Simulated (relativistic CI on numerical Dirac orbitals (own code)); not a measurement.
**Mn⁶⁺ (3d) in a crystal field**

Calculated by Dirac-Coulomb-Breit CI, KLI orbitals optimised for each configuration, QED by a radiative potential, valence Slater integrals scaled by 0.75, one configuration in a parametric crystal field (own radial code).

Field parameters in Wybourne normalisation: Oh B⁴₀ = 21Dq, B⁴₄ = √(5/14) B⁴₀. The field is a parameter set, without covalency.

S is read from ⟨S²⟩ = S(S + 1).

Levels (cm⁻¹, degeneracy): 0 (4), 799 (2), 20300 (4).

(1) Which field gives this pattern?
A. Oh, 10Dq = 20000 cm⁻¹
B. Oh, 10Dq = 43500 cm⁻¹
C. Oh, 10Dq = 29400 cm⁻¹
D. Oh, 10Dq = 38800 cm⁻¹

Answers

(1) A. Oh, 10Dq = 20000 cm⁻¹, ground level with S = 0.50.
